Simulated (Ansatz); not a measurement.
Geometry optimisation, RKS r2SCAN-D4/def2-SVP (Ansatz 0.2.0).

Input:

```yaml
crystal:
  periodic: [false, false, false]
  atoms:
    - { symbol: Si, position_ang: [0.0, 0.0, 0.0] }
    - { symbol: "N", position_ang: [0.0, 0.0, 2.17] }
    - { symbol: H, position_ang: [-0.877, -0.2713, 2.7] }
    - { symbol: H, position_ang: [0.877, 0.2713, 2.7] }
    - { symbol: Cl, position_ang: [2.0086, 0.0, -0.7093] }
    - { symbol: H, position_ang: [-0.6877, 1.1914, -0.4862] }
    - { symbol: H, position_ang: [-0.6877, -1.1914, -0.4862] }
    - { symbol: O, position_ang: [1.0334, -1.5693, 0.6243] }
    - { symbol: H, position_ang: [0.4671, -2.4013, 0.5398] }
    - { symbol: H, position_ang: [0.6708, -1.0187, 1.7475] }
basis:
  gaussian: { orbitals: def2-SVP }
hamiltonian:
  xc: r2scan
  dispersion: d4
relax:
  f_tol: 0.15
  max_steps: 25
  restrain:
    - { distance: [0, 7], at: 1.68, k: 30.0 }
    - { distance: [9, 1], at: 1.06, k: 30.0 }
    - { distance: [0, 1], at: 3.02, k: 30.0 }
    - { distance: [9, 7], at: 2.21, k: 30.0 }
```

Command:

```bash
$ ansatz run input.yaml --threads 4 --pin off --max-ram 5120MiB --backend cpu --events-out ev --progress --plain --runs-dir out
```

Where does it end, and by what steps?

The forces met the threshold. The restraints hold the end off the free minimum. After 20 steps the energy has fallen by 3.645 eV (the restraints' own energy left out); H7 moved furthest, 1.48 Å.

| step | energy less start (eV) | largest force component (eV/Å) | accepted |
| --- | --- | --- | --- |
| 0 | 0.0000 | 3.323 | yes |
| 1 | -0.0512 | 3.815 | yes |
| 2 | -0.2077 | 3.297 | yes |
| 3 | -1.2527 | 2.351 | yes |
| 4 | -2.0974 | 2.543 | yes |
| 5 | -2.6339 | 1.175 | yes |
| 6 | -3.0225 | 0.917 | yes |
| 7 | -3.2536 | 0.721 | yes |
| 8 | -3.3288 | 0.561 | yes |
| 9 | -3.3403 | 1.333 | yes |
| 10 | -3.3257 | 1.821 | no |
| 11 | -3.4054 | 0.756 | yes |
| 12 | -3.4493 | 0.660 | yes |
| 13 | -3.4979 | 0.737 | yes |
| 14 | -3.5466 | 0.789 | yes |
| 15 | -3.5881 | 0.699 | yes |
| 16 | -3.6075 | 0.757 | yes |
| 17 | -3.6263 | 0.676 | yes |
| 18 | -3.6347 | 0.677 | yes |
| 19 | -3.6234 | 0.716 | no |
| 20 | -3.6450 | 0.677 | yes |

```xyz
10
Properties=species:S:1:pos:R:3
Si 0.054 -0.525 -0.439
N 0.287 0.168 2.488
H -0.455 0.171 3.189
H 1.060 0.708 2.882
Cl 1.857 0.506 -0.471
H -1.056 0.363 -0.050
H -0.126 -1.011 -1.840
O 0.137 -1.881 0.541
H 0.435 -2.673 0.078
H 0.612 -0.816 2.421
```

Run time: 37 s on 4 threads of Arm Neoverse V2, on a shared host, peak memory 0.17 GiB.
